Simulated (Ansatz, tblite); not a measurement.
Cost and result up the ladder for Ga₁₁N₁₀H₂₈⁻, a nanocrystal cut from wurtzite GaN (hydrogen-capped) (49 atoms). Charge -1, multiplicity 1. Geometry: PBE-D4/def2-SVP.

```xyz
49

Ga    3.014   -2.347    1.250
N     2.258   -0.470    1.606
Ga    2.754    1.063   -1.640
N     1.927    2.948   -1.319
Ga    1.823   -1.961   -1.857
N     1.724   -2.957   -0.126
N     1.202   -0.106   -1.345
Ga    0.664   -0.082    0.502
Ga    0.063    3.001   -0.591
N     0.039    1.772    0.955
Ga   -0.144   -3.210    0.540
N    -0.718   -1.325    0.996
Ga   -1.003   -1.323    2.940
Ga   -1.798    1.819    1.679
N    -1.813    0.572    3.244
Ga   -0.295    0.321   -2.499
N    -1.037    2.088   -1.918
N    -1.714   -0.983   -1.918
Ga   -2.340   -0.978   -0.005
Ga   -2.974    2.008   -1.393
N    -2.856    0.933    0.300
H     4.466   -2.105    0.641
H     2.840   -3.136    2.623
H     3.001    0.214    1.401
H     2.015   -0.412    2.606
H     3.802    0.979   -0.430
H     3.239    1.136   -3.152
H     2.556    3.478   -0.699
H     1.950    3.465   -2.210
H     3.337   -1.864   -2.355
H     0.718   -2.564   -2.858
H     2.031   -3.913   -0.372
H    -0.318    4.502   -0.239
H     0.665    2.167    1.673
H    -0.142   -4.073    1.884
H    -1.064   -3.696   -0.686
H     0.378   -1.197    3.745
H    -2.162   -2.293    3.432
H    -2.278    3.258    2.152
H    -1.329    1.009    4.041
H    -2.785    0.458    3.568
H    -0.097    0.328   -4.071
H    -1.038    2.675   -2.767
H    -1.326   -1.928   -2.091
H    -2.531   -0.888   -2.538
H    -3.609   -1.902    0.211
H    -3.500    3.477   -1.059
H    -3.764    1.145   -2.490
H    -3.830    0.902    0.638
```

Ansatz on 4 threads of AMD EPYC 7R13 on a shared host and a share (37 GiB) of an NVIDIA H100 80GB HBM3; xTB runs through tblite on one thread. Times are rough, summed over both states, and most runs start from the orbitals of an earlier one. PBE0-D4/def2-TZVP serves as the yardstick here, not as an exact answer. The other state is a doublet.

The xTB rows come from tblite. B3LYP takes the VWN-RPA correlation. Single mean-field runs in def2-TZVP are fitted with def2-universal-jkfit.

Run but left out: PBE-D4/def2-TZVP (neutral doublet: an occupied level 0.10 eV above an empty one).

Raw xTB energies of ions are shifted by several eV.

| level | functions | vertical IE (eV) | difference from PBE0-D4/def2-TZVP (eV) |
| --- | --- | --- | --- |
| GFN2-xTB | 167 | 10.01 | 4.52 |
| GFN1-xTB | 195 | 7.88 | 2.39 |
| B3LYP-D4/def2-TZVP | 1006 | 5.48 | -0.02 |
| PBE0-D4/def2-TZVP | 1006 | 5.49 | 0.00 |

Q: Estimate how long each takes.

A: GFN2-xTB 0.49 s; GFN1-xTB 0.5 s; B3LYP-D4/def2-TZVP 46 s; PBE0-D4/def2-TZVP 51 s. On shared hardware such times vary by a factor of up to 3.
